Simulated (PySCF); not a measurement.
**KSr: one state, many levels of theory**

State: ²Σ⁺ (doublet), unpaired electrons σ ↑. Set-up: PySCF, scalar-relativistic core potentials, basis sets K def2-SVP, Sr def2-SVP with ECP28. De refers to K + Sr in their ground configurations, without counterpoise correction. The functionals are run spin-unrestricted. A positive dipole means K(−)Sr(+). Levels whose curve was spin-contaminated or gave no clean fit are not listed.

| Level | Re (Å) | ωe (cm⁻¹) | De (eV) | μ (D) | CPU s a point (SCF and correlation, without the integrals) |
| --- | --- | --- | --- | --- | --- |
| ROHF-MP2 | 4.923 | 31.4 | 0.097 | n/a | 0.19 |
| ROHF-SCS-MP2 | 4.997 | 29.4 | 0.082 | n/a | n/a |
| ROHF-CCSD | 4.785 | 35.6 | 0.113 | n/a | n/a |
| ROHF-CCSD(T) | 4.706 | 39.2 | 0.131 | n/a | 6 |
| PBE | 4.459 | 59.6 | 0.224 | -1.16 | 0.55 |
| BLYP | 4.591 | 48.9 | 0.107 | -0.48 | 0.35 |
| r²SCAN | 4.519 | 59.6 | 0.250 | -2.25 | 0.79 |
| r²SCANh | 4.520 | 59.1 | 0.244 | -2.25 | 0.84 |
| PBE0 | 4.498 | 57.9 | 0.201 | -1.57 | 1.2 |
| M06-2X | 4.317 | 67.1 | 0.300 | 0.13 | 0.82 |
| LC-ωPBE | 4.499 | 60.0 | 0.191 | -3.16 | 0.89 |

Task: Which functional lies closest to ROHF-CCSD(T) in De, which farthest, and by how much do they differ from it?

Result: Closest is BLYP (-11.5 pm in Re, +24.7 % in ωe, -0.02 eV in De against ROHF-CCSD(T) in the same basis), farthest M06-2X (-38.9 pm in Re, +71.2 % in ωe, +0.17 eV in De). CCSD(T) converges more slowly with the basis than the functionals do and binds too weakly in this one, so the order can change at the basis-set limit.

Task: What does a quarter of exact exchange do here, going from PBE to PBE0?

Result: PBE0 less PBE: +3.9 pm in Re, -2.9 % in ωe, -0.02 eV in De. Exact exchange removes part of the self-interaction that spreads semilocal densities, and in most molecules shortens and stiffens the bond and lowers De; here Re and ωe go the other way.

Task: What does the triples do here, going from ROHF-CCSD to ROHF-CCSD(T)?

Result: ROHF-CCSD(T) less ROHF-CCSD: -7.9 pm in Re, +10.1 % in ωe, +0.02 eV in De. Correlation nearly always deepens the well. The bond shortens, as in weak, metallic or heavy-atom bonds, where dispersion and the correlation of outer-core electrons pull the atoms together.

Correlated steps freeze 5 core orbitals. The bond is weak. Basis-set superposition, not corrected here, can be much of De in a small basis, most of all at correlated wavefunction levels. Functionals without a dispersion term scatter widely for such bonds, and LDA overbinds them. Spin–orbit coupling is left out. The state is the lowest determinant that a PBE0 search found; another state may lie lower at other levels.

The whole job (state search and all levels along the bond) took about 2.8 min on 1 thread of Intel Xeon Platinum 8259CL @ 2.50GHz (shared host), peak memory 0.57 GiB.
